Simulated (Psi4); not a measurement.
diisopropylamine (C$_{6}$H$_{15}$N), singlet, geometry from GFN2-xTB; Psi4 with PBE/STO-3G.

Psi4 was given this input:
```
memory 2 GB

molecule mol {
0 1
C     1.993013    0.804538    0.645581
C     1.212194   -0.328797   -0.034143
C     2.012736   -0.893182   -1.207392
N    -0.091051    0.083254   -0.526519
C    -1.154709    0.208408    0.460537
C    -2.195064    1.206786   -0.038718
C    -1.800523   -1.162626    0.673189
H     2.198391    1.599184   -0.070356
H     1.424823    1.224292    1.473420
H     2.939062    0.435550    1.033466
H     1.047218   -1.129965    0.694558
H     1.451227   -1.689888   -1.686586
H     2.966415   -1.286610   -0.865086
H     2.200254   -0.114154   -1.943021
H     0.008086    0.945129   -1.052448
H    -0.768745    0.565702    1.433238
H    -2.573618    0.890232   -1.007737
H    -1.759342    2.199319   -0.141374
H    -3.026777    1.268156    0.658632
H    -1.068259   -1.881668    1.030028
H    -2.603200   -1.094850    1.403219
H    -2.204057   -1.523971   -0.268653
}

set {
  basis sto-3g
  reference rks
  scf_type pk
  puream true
  d_convergence 1e-8
  dft_radial_points 99
  dft_spherical_points 590
}

energy('pbe')
print_variables()
```

Output, abridged:

```
   => Loading Basis Set <=

    Name: STO-3G
    Role: ORBITAL
    Keyword: BASIS

         ---------------------------------------------------------
                                   SCF
               by Justin Turney, Rob Parrish, Andy Simmonett
                          and Daniel G. A. Smith
                              RKS Reference
         ---------------------------------------------------------

  ==> Geometry <==

    Molecular point group: c1
    Full point group: C1

    Geometry (in Angstrom), charge = 0, multiplicity = 1:

       Center              X                  Y                   Z               Mass
    ------------   -----------------  -----------------  -----------------  -----------------
         C            1.995286927475     0.808523598679     0.652380090396    12.000000000000
         C            1.214467927475    -0.324811401321    -0.027343909604    12.000000000000
         C            2.015009927475    -0.889196401321    -1.200592909604    12.000000000000
         N           -0.088777072525     0.087239598679    -0.519719909604    14.003074004430
         C           -1.152435072525     0.212393598679     0.467336090396    12.000000000000
         C           -2.192790072525     1.210771598679    -0.031918909604    12.000000000000
         C           -1.798249072525    -1.158640401321     0.679988090396    12.000000000000
         H            2.200664927475     1.603169598679    -0.063556909604     1.007825032230
         H            1.427096927475     1.228277598679     1.480219090396     1.007825032230
         H            2.941335927475     0.439535598679     1.040265090396     1.007825032230
         H            1.049491927475    -1.125979401321     0.701357090396     1.007825032230
         H            1.453500927475    -1.685902401321    -1.679786909604     1.007825032230
         H            2.968688927475    -1.282624401321    -0.858286909604     1.007825032230
         H            2.202527927475    -0.110168401321    -1.936221909604     1.007825032230
         H            0.010359927475     0.949114598679    -1.045648909604     1.007825032230
         H           -0.766471072525     0.569687598679     1.440037090396     1.007825032230
         H           -2.571344072525     0.894217598679    -1.000937909604     1.007825032230
         H           -1.757068072525     2.203304598679    -0.134574909604     1.007825032230
[...]
   @RKS iter   5:  -288.45859530758992   -1.19558e-05   1.31311e-05 DIIS
   @RKS iter   6:  -288.45859560985667   -3.02267e-07   3.26637e-06 DIIS
   @RKS iter   7:  -288.45859562682813   -1.69715e-08   6.91337e-07 DIIS
   @RKS iter   8:  -288.45859562760643   -7.78300e-10   6.10526e-08 DIIS
   @RKS iter   9:  -288.45859562761257   -6.13909e-12   2.19940e-08 DIIS
   @RKS iter  10:  -288.45859562761336   -7.95808e-13   2.84709e-09 DIIS
  Energy and wave function converged.

  ==> Post-Iterations <==

   Electrons on quadrature grid:
      Ntotal   =   58.0000066050 ; deviation = 6.605e-06

    Orbital Energies [Eh]
    ---------------------

    Doubly Occupied:

[...]
    Virtual:

[...]
    Final Occupation by Irrep:
              A
    DOCC [    29 ]
    NA   [    29 ]
    NB   [    29 ]

  @RKS Final Energy:  -288.45859562761336

   => Energetics <=

    Nuclear Repulsion Energy =            335.9947496226221801
    One-Electron Energy =               -1055.9136335007660819
    Two-Electron Energy =                 476.2395623000527394
    DFT Exchange-Correlation Energy =     -44.7792740495222290
    Empirical Dispersion Energy =           0.0000000000000000
    VV10 Nonlocal Energy =                  0.0000000000000000
    Total Energy =                       -288.4585956276133629

Computation Completed

Properties will be evaluated at   0.000000,   0.000000,   0.000000 [a0]

Properties computed using the SCF density matrix

 Multipole Moments:

 ------------------------------------------------------------------------------------
     Multipole            Electronic (a.u.)      Nuclear  (a.u.)        Total (a.u.)
 ------------------------------------------------------------------------------------

 L = 1.  Multiply by 2.5417464519 to convert [e a0] to [Debye]
 Dipole X            :         -0.1739379            0.2492375            0.0752996
 Dipole Y            :         -0.1076305            0.4368342            0.3292038
 Dipole Z            :         -0.5514448            0.7451913            0.1937465
 Magnitude           :                                                    0.3893364

 ------------------------------------------------------------------------------------

  Variable Map:
  ----------------------------------------------------------------------------
[...]
  Array Variable Map:
  ----------------------------------------------------------------------------
[...]
[...]
```
